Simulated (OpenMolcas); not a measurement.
An atom or ion with 6 electrons was computed by SS-CASPT2, IPEA 0.25 Eh, imaginary shift 0.1 Eh with spin-orbit coupling (OpenMolcas, ANO-RCC-VTZP, DKH2). The lowest levels that the run gave, each within 12 % of the measured value where one is at hand:

```
J  Parity  E (cm-1)      g
0    even       0.0       
1    even      15.1  1.501
2    even      45.0  1.501
2    even     10030  1.000
0    even     20560       
2     odd     30620  2.002
2     odd     62470  1.167
1     odd     62470  0.499
3     odd     62470  1.334
0     odd     76020       
1     odd     76020  1.501
2     odd     76020  1.501
```

Task: Which ion is it, and what are the configurations and terms?

Result: C (Z = 6, neutral; active space 4 electrons in 4 orbitals (2s 2p)). J, parity and g give the terms where levels are pure, and mixed ones are named by the computed weights; the size of the splittings, set against known spectra of the 6-electron sequence, gives the charge. In order, with the measured energies in cm-1 (NIST Handbook of Basic Atomic Spectroscopic Data): 2s2 2p2 3P0, 2s2 2p2 3P1 (16.4), 2s2 2p2 3P2 (43.4), 2s2 2p2 1D2 (10193), 2s2 2p2 1S0 (21648), 2s 2p3 5S* 2 (33735), 2s 2p3 3D* 2 (64091), 2s 2p3 3D* 1 (64090), 2s 2p3 3D* 3 (64087), 2s 2p3 3P* 0 (75256), 2s 2p3 3P* 1 (75254), 2s 2p3 3P* 2 (75255).

CASPT2 breaks the degeneracy within a term, and the mean is taken; among the terms shown or strongly mixed into the levels shown the widest spread is 320 cm-1 (2s 2p3 3D*). Over all roots computed the reference weight is 0.93 to 0.99; the roots of lowest weight are the least certain, and an intruder state may touch them. Terms from blocks run as CI alone lack orbitals of their own. Computed and measured levels are paired by configuration, term and J; levels that our copy of the source lacks, or whose pairing is in doubt (as where it misses far off the trend of its configuration), stay unpaired and out of the deviations. Levels of configurations outside the active space are missing.

* marks odd parity.
